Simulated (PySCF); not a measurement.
F₆Se. Atoms are numbered in the order given.

```xyz
7

F      0.0000    -1.7050     0.0000
Se     0.0000     0.0000     0.0000
F      1.7050     0.0000     0.0000
F     -1.7050     0.0000     0.0000
F      0.0000     0.0000    -1.7050
F      0.0000     0.0000     1.7050
F      0.0000     1.7050     0.0000
```

Geometry optimised at ωB97X-D3(BJ)/def2-SVP.

Level of theory: B3LYP/def2-TZVP (PySCF).

Gas-phase values at a fixed geometry.

Task: Estimate the frontier levels, gap, dipole moment and polarisability. (An estimate is asked for; the answer gives what the named calculation found.)

Result: 
The highest occupied level is -12.40 eV. The lowest empty level is -4.25 eV and the orbital gap is 8.14 eV. The dipole moment is 0.00 D and the quadrupole, principal values (traceless, Buckingham form, about the centre of nuclear charge) is 0.00, 0.00, 0.00 D·Å. The mean static polarisability is 31.7 bohr³ (4.69 Å³) and the polarisability, principal values comes out as 31.7, 31.7, 31.7 bohr³.
